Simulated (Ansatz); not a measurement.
Geometry optimisation, RKS B3LYP-D4/STO-3G (Ansatz 0.2.0).

Input:

```yaml
crystal:
  periodic: [false, false, false]
  atoms:
    - { symbol: C, position_ang: [-1.8648, 0.2931, 0.8908] }
    - { symbol: Al, position_ang: [-0.1099, -0.3666, 1.3285] }
    - { symbol: Si, position_ang: [1.5339, -0.4136, -0.3462] }
    - { symbol: C, position_ang: [0.9503, 0.2508, -1.9129] }
    - { symbol: O, position_ang: [0.4574, 1.3763, -1.9808] }
    - { symbol: H, position_ang: [-2.3537, -0.259, 0.0646] }
    - { symbol: H, position_ang: [-2.5375, 0.2906, 1.7797] }
    - { symbol: H, position_ang: [-1.7865, 1.4082, 0.5351] }
    - { symbol: H, position_ang: [0.2134, -0.8651, 2.8483] }
    - { symbol: H, position_ang: [2.7086, 0.4148, 0.1114] }
    - { symbol: H, position_ang: [2.003, -1.8013, -0.5113] }
    - { symbol: H, position_ang: [0.8629, -0.3835, -2.7731] }
basis:
  gaussian: { orbitals: STO-3G }
hamiltonian:
  xc: b3lyp
  dispersion: d4
relax:
  f_tol: 0.02
  max_steps: 40
scf:
  lower_state_search: "off"
```

Run as:

```bash
$ ansatz run input.yaml --threads 1 --pin off --max-ram 2048MiB --backend cpu --events-out ev --progress --plain --runs-dir out
```

Question: Where does it end, and by what steps?

Answer: The run converged. The force dipped under the threshold on the way, but the program's further checks kept it going. Limits of this set-up: minimal basis. After 30 steps the energy has fallen by 0.685 eV; O5 moved furthest, 0.64 Å.

| step | energy less start (eV) | largest force component (eV/Å) | accepted |
| --- | --- | --- | --- |
| 0 | 0.0000 | 3.514 | yes |
| 2 | -0.5145 | 2.850 | yes |
| 4 | -0.6673 | 0.496 | yes |
| 6 | -0.6755 | 0.055 | yes |
| 8 | -0.6776 | 0.071 | yes |
| 10 | -0.6736 | 0.716 | no |
| 12 | -0.6786 | 0.468 | no |
| 14 | -0.6804 | 0.039 | yes |
| 16 | -0.6809 | 0.019 | yes |
| 18 | -0.6817 | 0.124 | yes |
| 20 | -0.6825 | 0.101 | yes |
| 22 | -0.6828 | 0.106 | yes |
| 24 | -0.6839 | 0.184 | yes |
| 26 | -0.6849 | 0.012 | yes |
| 28 | -0.6850 | 0.045 | yes |
| 30 | -0.6854 | 0.016 | yes |

```xyz
12
Properties=species:S:1:pos:R:3
C -1.874 0.253 0.930
Al -0.115 -0.359 1.375
Si 1.527 -0.377 -0.247
C 0.934 0.332 -1.926
O 0.991 1.534 -2.293
H -2.338 -0.383 0.163
H -2.556 0.270 1.790
H -1.855 1.270 0.511
H 0.197 -0.835 2.766
H 2.699 0.383 0.138
H 1.999 -1.715 -0.545
H 0.468 -0.428 -2.628
```

Run time: 41 s on 1 thread of Intel(R) Xeon(R) 6975P-C (Granite Rapids) (shared host), peak memory 0.15 GiB.
